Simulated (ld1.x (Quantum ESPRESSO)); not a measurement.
# erbium, TM: configuration errors across variants

- Element: Er
- Generator: ld1.x (Quantum ESPRESSO) 7.5
- Type: norm-conserving Troullier–Martins (Kleinman–Bylander form)
- Functional: PBE
- Relativity: scalar-relativistic
- Frozen core: [Kr] 4d10
- Valence charge: 22
- Reference configuration: 4f12 5s2 5p6 5d0 6s2 6p0
- Partial waves: 5s (bound): rc 1.80 bohr; 5p (bound): rc 2.05 bohr; 4f (bound): rc 1.30 bohr; 5d (bound, empty): rc 2.00 bohr
- Local potential: the d channel
- Core correction: none

Occupied shells without a wave of their own: 6s. They enter only through the test configuration that unscreens the potential.

All-electron excitation energies from the reference (eV): (1) 4f12 5s2 5p6 5d0 6s1 6p0 6.382; (2) 4f12 5s2 5p6 5d0 6s0 6p0 18.336; (3) 4f11 5s2 5p6 5d0 6s0 6p0 44.551; (4) 4f12 5s1 5p6 5d0 6s2 6p0 57.871; (5) 4f12 5s2 5p6 5d0 6s1.5 6p0 2.537; (6) 4f12 5s2 5p6 5d0 6s0 6p2 5.768; (7) 4f11 5s2 5p6 5d1 6s1 6p0 11.832.

For the base: The 6s level has no wave, so the channel is fitted at the deeper level alone: the likely source of the large errors.

1 further variants failed, have other tests or too few solved ones, and are left out.

The file “base” misses its own reference levels by 0.3 eV. The file “wave 5d (bound): rc 2.00 bohr becomes 5d (bound): rc 1.68 bohr” misses its own reference levels by 0.3 eV. The file “wave 5d (bound): rc 2.00 bohr becomes 5d (bound): rc 2.40 bohr” misses its own reference levels by 0.3 eV.

Errors AE − PS in meV (a dash: test not solved or not reliable):

| change | (1) | (2) | (3) | (4) | (5) | (6) | (7) | bound ghosts |
| --- | --- | --- | --- | --- | --- | --- | --- | --- |
| base | +402 | +1076 | +1846 | -27 | +172 | +999 | +486 | none |
| wave 5d (bound): rc 2.00 bohr becomes 5d (bound): rc 1.40 bohr | +127 | +342 | +436 | -44 | +54 | +179 | +12 | none |
| wave 5d (bound): rc 2.00 bohr becomes 5d (bound): rc 1.68 bohr | +427 | +1143 | +1915 | -37 | – | +962 | +487 | none |
| wave 5d (bound): rc 2.00 bohr becomes 5d (bound): rc 2.40 bohr | +400 | +1073 | +1837 | -27 | +171 | +988 | +482 | none |

Question: Give the same row for: wave 5d (bound): rc 2.00 bohr becomes 5d (bound): rc 2.58 bohr.

Answer: +449, +1202, +1973, -45, +193, +928, +486; bound ghosts: none.
